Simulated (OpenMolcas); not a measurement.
A run on Ag2+ with its 8 nearest fluoride ions at 2.532 Å, on the Ca site of CaF2 (a = 5.46294 Å, distance in the model lattice 2.366 Å). The rest of the host is ab initio model potentials to 7.6 Å and point charges beyond; the distance is set by hand and nothing relaxes. Ligand basis ANO-RCC-VDZP.

```
Program             : OpenMolcas
Method              : SS-CASPT2, IPEA 0.25 Eh, imaginary shift 0.1 Eh (closed shells correlated: 4s 4p and the ligand valence shells)
Basis               : ANO-RCC-VDZP [6s5p3d1f]
Scalar Hamiltonian  : DKH2, point nucleus
Active space        : 9 electrons in 5 orbitals (4d)
State averaging     : 2S+1 = 2 even, 5 roots
Spin-orbit coupling : RASSI with atomic mean-field integrals over the reference wave functions
```

155 basis functions. Blocks (2S+1, parity, CSFs, roots kept): 2, even, 5, 5.

Task: How long do the CASPT2 steps take on 1 thread of Arm Neoverse V1 (shared host)?

Result: About 22 s of wall time, without the integral step.
